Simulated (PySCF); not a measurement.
Steps of a relaxation of ReH6

ReH6 (doublet; a saddle point, relaxed within its symmetry). PySCF 2.14.0, UKS PBE0, Re def2-SVP with ECP60, H def2-SVP; non-relativistic Hamiltonian with scalar-relativistic core potentials where named; density fitting; no spin-orbit coupling. Origin of the start: released along the symmetry-breaking force. Columns: position (Å) and force (eV/Å). Energies are counted from the last step; some of the 8 steps are shown. Forces carry noise of the integration grid, about 0.01 to 0.03 eV/Å.

Run from Python with OMP_NUM_THREADS=2. Where DIIS fails, smearing, a level shift and second-order steps follow.
It took 9.5 s on 2 threads of Arm Neoverse V2, on a shared host, from the converged density of the start.

```xyz
7
step 0  E = 0.889 eV
Re    0.0000    0.0000    0.0000     0.00    0.00    0.00
H     0.0281   -0.0281    1.7829     0.34   -0.34   -0.03
H    -0.0281    0.0281   -1.7829    -0.34    0.34    0.03
H     1.7829   -0.0281    0.0281    -0.03   -0.34    0.34
H    -0.0281    1.7829   -0.0281    -0.34   -0.03   -0.34
H    -1.7829    0.0281   -0.0281     0.03    0.34   -0.34
H     0.0281   -1.7829    0.0281     0.34    0.03    0.34
```

```xyz
7
step 2  E = 0.303 eV
Re    0.0000    0.0000    0.0000     0.00    0.00    0.00
H     0.2100   -0.2100    1.7667     0.18   -0.18   -0.24
H    -0.2100    0.2100   -1.7667    -0.18    0.18    0.24
H     1.7667   -0.2100    0.2100    -0.24   -0.18    0.18
H    -0.2100    1.7667   -0.2100    -0.18   -0.24   -0.18
H    -1.7667    0.2100   -0.2100     0.24    0.18   -0.18
H     0.2100   -1.7667    0.2100     0.18    0.24    0.18
```

```xyz
7
step 5  E = 0.002 eV
Re    0.0000    0.0000    0.0000     0.00    0.00    0.00
H     0.4033   -0.4033    1.6804    -0.02    0.02   -0.08
H    -0.4033    0.4033   -1.6804     0.02   -0.02    0.08
H     1.6804   -0.4033    0.4033    -0.08    0.02   -0.02
H    -0.4033    1.6804   -0.4033     0.02   -0.08    0.02
H    -1.6804    0.4033   -0.4033     0.08   -0.02    0.02
H     0.4033   -1.6804    0.4033    -0.02    0.08   -0.02
```

Q: Where does the relaxation end?

A: It converges at step 7 in D3d:
```xyz
7
step 7  E = 0
Re    0.0000    0.0000    0.0000
H     0.4007   -0.4007    1.6741
H    -0.4007    0.4007   -1.6741
H     1.6741   -0.4007    0.4007
H    -0.4007    1.6741   -0.4007
H    -1.6741    0.4007   -0.4007
H     0.4007   -1.6741    0.4007
```

Q: How did the contacts change?

A: 
```json
{"contact": "Re1–H2 (H)", "start (Å)": "1.783", "end (Å)": "1.767"}
{"contact": "Re1–H3 (H)", "start (Å)": "1.783", "end (Å)": "1.767"}
{"contact": "Re1–H4 (H)", "start (Å)": "1.783", "end (Å)": "1.767"}
{"contact": "Re1–H5 (H)", "start (Å)": "1.783", "end (Å)": "1.767"}
{"contact": "Re1–H6 (H)", "start (Å)": "1.783", "end (Å)": "1.767"}
{"contact": "Re1–H7 (H)", "start (Å)": "1.783", "end (Å)": "1.767"}
```


The relaxed state is spin-contaminated (spin squared 2.84 against 0.75). Open shells may have lower solutions than the one found.
